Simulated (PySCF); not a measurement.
This singlet lies 0.70 eV below the relaxed triplet at the level B3LYP-D3(BJ)/def2-TZVPD (PySCF).

B3LYP has the VWN-RPA correlation part, as in Gaussian. 

Z-matrix (Å, degrees):
```
C
C 1 1.3416
H 2 1.0904 1 121.43
H 2 1.0915 3 114.67 1 179.19
H 1 1.0971 2 114.63 3 -179.39
Al 1 2.0342 5 120.44 2 178.23
Si 6 2.6131 1 90.11 5 -52.23
H 7 1.5119 6 118.52 1 165.00
H 7 1.5132 8 101.21 6 -122.92
H 7 1.5154 8 101.24 9 -104.58
```
Charge -1, spin multiplicity 1.

Q: Give the HOMO and total energy at the level B3LYP-D3(BJ)/def2-TZVPD in PySCF.

A: 
* **HOMO**: -0.16 eV
* **total energy**: -16648.70 eV
